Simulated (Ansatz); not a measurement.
Geometry optimisation, RKS PBE0-D4/def2-SVP (Ansatz).

Input:

```yaml
crystal:
  periodic: [false, false, false]
  atoms:
    - { symbol: F, position_ang: [2.1213, -1.5909, 0.3244] }
    - { symbol: B, position_ang: [0.745, -1.6458, -0.2563] }
    - { symbol: Br, position_ang: [-0.1943, -3.4169, -0.3886] }
    - { symbol: Si, position_ang: [-0.0865, -0.0345, -0.8751] }
    - { symbol: Si, position_ang: [-0.3906, 1.3624, 0.8219] }
    - { symbol: H, position_ang: [0.6319, 0.6081, -1.9343] }
    - { symbol: H, position_ang: [-1.4607, -0.4016, -1.3899] }
    - { symbol: H, position_ang: [-1.0415, 2.6024, 0.3732] }
    - { symbol: H, position_ang: [-1.1794, 0.7429, 1.9411] }
    - { symbol: H, position_ang: [0.9378, 1.7226, 1.3867] }
basis:
  gaussian: { orbitals: def2-SVP }
hamiltonian:
  xc: pbe0
  dispersion: d4
relax:
  f_tol: 0.02
  max_steps: 50
```

Run as:

```bash
$ ansatz run input.yaml --threads 2 --pin off --max-ram 3072MiB --backend cpu --events-out ev --progress --plain --runs-dir out
```

Where does it end, and by what steps?

The run converged. After 24 steps the energy has fallen by 0.908 eV; Br3 moved furthest, 1.22 Å.

```csv
step,energy less start (eV),largest force component (eV/Å),accepted
0,0.0000,4.398,yes
1,-0.6859,2.509,yes
2,-0.7718,2.220,yes
3,-0.7926,1.315,yes
4,-0.7785,0.563,no
5,-0.8807,0.149,yes
6,-0.8842,0.047,yes
7,-0.8864,0.196,yes
8,-0.8885,0.099,yes
9,-0.8903,0.201,yes
10,-0.8925,0.158,yes
11,-0.8970,0.087,yes
12,-0.9011,0.045,yes
13,-0.9018,0.444,yes
14,-0.9040,0.166,yes
15,-0.9046,0.062,yes
16,-0.9058,0.086,yes
17,-0.9065,0.177,yes
18,-0.9051,0.148,no
19,-0.9073,0.040,yes
20,-0.9077,0.053,yes
21,-0.9078,0.045,yes
22,-0.9079,0.043,yes
23,-0.9079,0.025,yes
24,-0.9080,0.016,yes
```

```xyz
10
Properties=species:S:1:pos:R:3
F 2.108 -2.006 -0.589
B 0.851 -1.692 -0.360
Br -0.171 -2.912 0.717
Si -0.024 0.016 -1.001
Si -0.480 1.316 0.903
H 0.847 0.772 -1.954
H -1.320 -0.319 -1.669
H -1.119 2.610 0.513
H -1.401 0.561 1.805
H 0.791 1.603 1.637
```

Run time: 96 s on 2 threads of Intel(R) Xeon(R) Platinum 8488C (Sapphire Rapids), with other jobs on the host, peak memory 0.34 GiB.
